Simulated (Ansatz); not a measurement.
CH2BF3, SMILES `BC(F)(F)F`, relaxed with RKS PBE-D4/def2-SVP in Ansatz from a rough embedded geometry. The force threshold is 0.03 eV/Å; the program also tests the step.

Charge 0, multiplicity 1.

Start:

```xyz
7

B    -0.299   -0.649   -0.546
C     0.353    0.419    0.319
F     1.306   -0.174    1.120
F     0.921    1.415   -0.471
F    -0.614    1.052    1.078
H    -0.681   -1.712   -0.026
H    -0.986   -0.351   -1.476
```

(1) How much energy does the relaxation release, and in how many steps? (An estimate is asked.)

(2) Which bonds change most? (An estimate is asked.)

(3) Give the relaxed structure. (An estimate is asked.)

Answers

(1) Computed: 10.14 kcal/mol, in 6 steps.

(2) Computed: B1–C2 from 1.522 to 1.595 Å; C2–F4 from 1.392 to 1.352 Å; B1–H6 from 1.244 to 1.210 Å; C2–F3 from 1.378 to 1.352 Å.

(3) Computed: 
```xyz
7

B    -0.462   -0.662   -0.514
C     0.382    0.417    0.302
F     1.323   -0.077    1.138
F     0.970    1.387   -0.433
F    -0.593    1.012    1.077
H    -0.637   -1.753   -0.020
H    -0.984   -0.323   -1.551
```
